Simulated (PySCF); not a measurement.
A structure optimised at PBE-D3(BJ)/def2-SVP, used in a PySCF frequency run:

```
C
F 1 1.3280
F 1 1.3290 2 110.48
F 1 1.3290 2 110.48 3 122.87
S 1 1.9800 2 109.04 3 -118.56
O 5 1.4981 1 103.46 2 64.48
O 5 1.4981 6 122.72 1 115.99
```
Charge 0, spin multiplicity 2.

Question: Write its SMILES, formula and point group.

Answer: O=[S](=O)C(F)(F)F, CF3O2S, Cs

Question: What are its rotational constants (standard atomic weights)?

Answer: 3.3629, 1.8991, 1.5926 GHz
